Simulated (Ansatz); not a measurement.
Start from `C[BH][GeH3]` and change one atom or group to get `CBS`.

Ansatz, PBE0-D4/def2-TZVP geometries, multiplicity 1. Each molecule was computed in one conformer, which needn't be the lowest.

Scalar relativity is left out up to krypton.

```json
{"property": "zero-point energy (PBE0-D4/def2-TZVP) / kJ/mol", "`C[BH][GeH3]`": "186.1"}
{"property": "size of the dipole moment (B3LYP/def2-TZVPP) / D", "`C[BH][GeH3]`": "1.37"}
{"property": "ideal-gas entropy at 298 K and 1 bar (rigid rotor, harmonic PBE0-D4/def2-TZVP) / J/(mol·K)", "`C[BH][GeH3]`": "327"}
{"property": "HOMO energy (B3LYP/def2-TZVPP) / eV", "`C[BH][GeH3]`": "-7.66"}
{"property": "HOMO–LUMO gap (ωB97M-V/def2-TZVPP) / eV", "`C[BH][GeH3]`": "10.19"}
{"property": "size of the dipole moment (PBE/def2-TZVPP) / D", "`C[BH][GeH3]`": "1.36"}
```

Q: What does the change do to each property? (An estimate is asked.)

A: Computed: 
```tsv
property	`CBS`	shift
zero-point energy (PBE0-D4/def2-TZVP) / kJ/mol	154.9	-31.2
size of the dipole moment (B3LYP/def2-TZVPP) / D	0.53	-0.84
ideal-gas entropy at 298 K and 1 bar (rigid rotor, harmonic PBE0-D4/def2-TZVP) / J/(mol·K)	286	-41
HOMO energy (B3LYP/def2-TZVPP) / eV	-7.85	-0.19
HOMO–LUMO gap (ωB97M-V/def2-TZVPP) / eV	11.52	1.33
size of the dipole moment (PBE/def2-TZVPP) / D	0.45	-0.91
```

With PBE0 the HOMO falls by 0.26 eV and the LUMO rises by 1.00 eV, so the gap widens by about 1.26 eV. PBE moves the HOMO by -0.28 eV and ωB97M-V by -0.30 eV. The zero-point energy changes by -31.2 kJ/mol with -6 modes. Dipoles are sizes alone; their direction can turn. Modes under 60 cm⁻¹, often nearly free rotors, make the harmonic entropy too high.

B3LYP here is the variant with VWN-RPA as its local correlation; programs differ in this.
